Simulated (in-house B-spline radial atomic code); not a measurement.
The numbers below are computed, except where a source is named.
**Quantum size effects in thin Ba films (stabilised jellium)**

The positive ions are smeared into a uniform slab; the electrons are solved self-consistently in the LDA (PW92) on a fine grid across the film. Stabilised jellium adds, inside the slab, the constant potential −n de/dn that makes the bulk stable at the metal's density. No lattice, so no dependence on crystal face. Atomic units unless named. The table is for the stabilised model.

Ba: 2 valence electrons per atom, density 3.62 g/cm³, mass 137.33 u, so r_s = 3.7 bohr.

```tsv
thickness (nm)	in Fermi wavelengths	filled subbands	work function (eV)	surface energy (J/m²)
0.401	0.625	2	2.979	0.225
0.481	0.750	2	3.245	0.230
0.561	0.875	2	3.215	0.211
0.641	1.000	2	3.015	0.201
0.721	1.125	3	3.013	0.220
0.801	1.250	3	3.174	0.222
0.882	1.375	3	3.163	0.212
0.962	1.500	3	3.051	0.206
1.041	1.625	4	3.034	0.218
1.122	1.750	4	3.143	0.219
1.202	1.875	4	3.140	0.212
1.282	2.000	4	3.068	0.209
1.362	2.125	5	3.050	0.217
```

Q: At what steps in thickness do new subbands fill, and why?

A: λ_F = 2π/k_F = 12.114 bohr = 0.641 nm. New subbands appear by 1.125, 1.625, 2.125 λ_F, each within the grid step of 1/8 λ_F; the true step is half a wavelength (0.321 nm), since a level crosses E_F each time one more half wave at k_F fits across the film.

Q: How large is the oscillation of the work function here?

A: It runs from 2.979 to 3.245 eV over the table, 0.27 eV within the first four rows and 0.09 eV within the last four, about a thick-film value of 3.09 eV. The grid can skip the cusp where a subband opens, so the true swing can be larger; measurement on the bulk metal gives 2.52 to 2.70 eV.

Q: The film of 25.74 bohr has subband bottoms at -6.574, -6.13, -5.391, -4.376, -3.148 eV, measured from the vacuum level. Show that these levels and neutrality give the work function in the table.

A: Each subband holds (E_F − ε_j)/π electrons per bohr², spin included. Neutrality needs n L = 0.0047131 × 25.74 = 0.12132, and π n L × 27.2114 = 10.371 eV. So E_F = (π n L + Σ ε_j)/5 = (10.371 + (-25.619))/5 = -3.050 eV, and the work function is 3.050 eV.
